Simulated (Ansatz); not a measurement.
Reactions of BrF$_{2}$H$_{2}$InOSi (`F[Si](F)(Br)[O][InH2]`).

Gas-phase electronic energies from Ansatz, PBE0-D4/def2-TZVP geometries. CBS: MP2 limit from def2 TZ/QZ plus the TZ coupled-cluster correction, frozen cores. This one scheme is used for every species, atoms too. Functionals use def2-TZVPP. No spin–orbit coupling; open shells (•) take unrestricted orbitals. Spin–orbit coupling would lower the free atoms: a little for F, O, Si; clearly for Br; strongly for In. def2 core potentials past Kr. Bonds to Br, In are less sure, by a few kJ/mol each and by 10 to 20 or more in all where they break to atoms, as the def2 sets lack core-valence functions. Scalar relativity is left out up to krypton. Each species was taken in one conformer, which may not be the lowest.

| reaction | LDA (SPW92) (eV) | CCSD(T)/def2-SVP (eV) | r2SCAN-D4 (eV) | CCSD(T)/CBS(def2) (eV) |
| --- | --- | --- | --- | --- |
| `F[Si](F)(Br)[O][InH2]` + H–F → `F[Si](F)(F)Br` + `[OH][InH2]` | 0.04 | 0.23 | 0.06 | 0.16 |
| `F[Si](F)(Br)[O][InH2]` + HCl → `F[Si](F)(Cl)Br` + `[OH][InH2]` | 0.54 | 0.77 | 0.61 | 0.69 |
| `F[Si](F)(Br)[O][InH2]` + H₂ → `F[SiH](F)Br` + `[OH][InH2]` | 1.28 | 1.36 | 1.44 | 1.44 |
| `F[Si](F)(Br)[O][InH2]` + HBr → `F[Si](F)(Br)Br` + `[OH][InH2]` | 0.62 | 0.90 | 0.70 | 0.75 |
| `F[Si](F)(Br)[O][InH2]` → Br• + 2 F• + 2 H• + In• + O• + Si• | 33.62 | 26.44 | 29.29 | 29.53 |
| `F[Si](F)(Br)[O][InH2]` + `BO` → `BO[Si](F)(F)Br` + `[OH][InH2]` | 0.54 | 0.76 | 0.57 | 0.58 |

Largest T1 diagnostic: 0.017, for `[OH][InH2]`.
